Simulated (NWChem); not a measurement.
Species: Si₂H₄OClF; SMILES O[Si@@H](F)[SiH2]Cl

```xyz
9

O      1.3449     1.5238    -0.6821
Si     0.0750     1.2357     0.3326
F     -1.0577     2.3940     0.1583
Si    -0.8615    -0.7995    -0.3370
Cl     0.4811    -2.2931     0.2033
H      1.9738     2.2129    -0.4458
H      0.4923     1.2811     1.7632
H     -2.1550    -1.0580     0.3591
H     -1.0768    -0.8489    -1.8111
```
Atoms are numbered in this order, from 1.

Computed with NWChem. Structure relaxed at the PBE0/def2-SVP level. Level: PBE0/def2-SVP with SMD (1 M gas to 1 M solution), gas-phase geometry. Reactions with the solvent are ignored.

For solvent toluene:

```
Item                                         Value
-------------------------------------------  -----
cavity-dispersion-structure term (kcal/mol)   -1.5
dipole in solution (D)                        1.59
```

What are these values for solvent water?


| Property | Result |
|---|---|
| cavity-dispersion-structure term (kcal/mol) | 3.5 |
| dipole in solution (D) | 1.82 |
